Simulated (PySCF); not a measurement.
# Telling isomers of C₄H₆FNSi apart by NMR

All values are calculated (PySCF 2.14.0 with density-fitted response routines): coordinates at the GFN2-xTB level, σ from GIAO-PBE0/pcSseg-1. Gas phase, one computed conformer, relativity neglected, rapidly exchanging positions averaged.

Referencing at the same level of theory: 1H (σ = 31.72 ppm) and 13C (σ = 186.93 ppm) against TMS. Splittings of carbon signals by F and P are missing where no couplings were computed. Where no couplings were computed, multiplicities follow the n + 1 count of equivalent neighbours, and m marks all less simple cases (inequivalent or close neighbours, rings, F or P nearby). Shifts are as computed. Against solution values, carbons near 30 ppm lie about +3 ppm off and those near 130 ppm about +5 ppm. Of 1309 compounds with measured shifts, 239 miss one by over three times the rms of a fit or turn the order of signals round; such compounds aren't used in these exercises.

(1) Tabulate the signals of `N#CC1(F)C[SiH2]C1`, `N#CC/C(F)=C/[SiH3]`, `N#C[SiH2]/C=C/CF`, `C/C([SiH3])=C(/F)C#N` and their relative energies.

(2) What is the quickest way to tell N#CC/C(F)=C/[SiH3] from N#C[SiH2]/C=C/CF?

(3) What is the quickest way to tell N#C[SiH2]/C=C/CF from C/C([SiH3])=C(/F)C#N?

(4) What is the quickest way to tell N#CC1(F)C[SiH2]C1 from C/C([SiH3])=C(/F)C#N?

## Answers

(1) 
```tsv
SMILES	carbon types	δC	δH	E rel. (kcal/mol)
N#CC1(F)C[SiH2]C1	2×C 2×CH2	124.9, 85.2, 28.0	4.58 (m, 1H), 4.53 (m, 1H), 2.41 (m, 2H), 2.39 (m, 2H)	4.5
N#CC/C(F)=C/[SiH3]	2×C 1×CH 1×CH2	173.2, 119.5, 101.9, 24.1	5.68 (m, 1H), 4.28 (d, 3H), 3.26 (m, 2H)	5.4
N#C[SiH2]/C=C/CF	1×C 2×CH 1×CH2	158.0, 122.9, 121.5, 87.5	6.48 (m, 1H), 6.48 (m, 1H), 5.36 (m, 2H), 4.69 (d, 2H)	0.0
C/C([SiH3])=C(/F)C#N	3×C 1×CH3	147.2, 141.7, 115.3, 21.6	4.25 (s, 3H), 2.25 (s, 3H)	8.8
```

Energies are electronic energies at PBE0/pcSseg-1 on these geometries, without zero-point or thermal terms, each for the one conformer computed, which needn't be the lowest.

(2) Both give the same number of carbon signals, but DEPT or the intensities differ. The first has an allylic sp3 CH2 at 24.1 ppm, the second an allylic sp3 CH2 bonded to F at 87.5 ppm. Their most deshielded carbons lie at 173.2 and 158.0 ppm. In the proton spectra the most deshielded non-exchanging signals are 5.68 (m, 1H) and 6.48 (m, 1H).

(3) Both give the same number of carbon signals, but DEPT or the intensities differ. The first has an alkene CH at 158.0 ppm, the second an allylic methyl carbon (CH3) at 21.6 ppm. Their most deshielded carbons lie at 158.0 and 147.2 ppm. In the proton spectra the most deshielded non-exchanging signals are 6.48 (m, 1H) and 4.25 (s, 3H).

(4) Count the carbon signals: 3 against 4. The first has an sp3 CH2 bonded to Si at 28.0 ppm, the second an allylic methyl carbon (CH3) at 21.6 ppm. Their most deshielded carbons lie at 124.9 and 147.2 ppm.
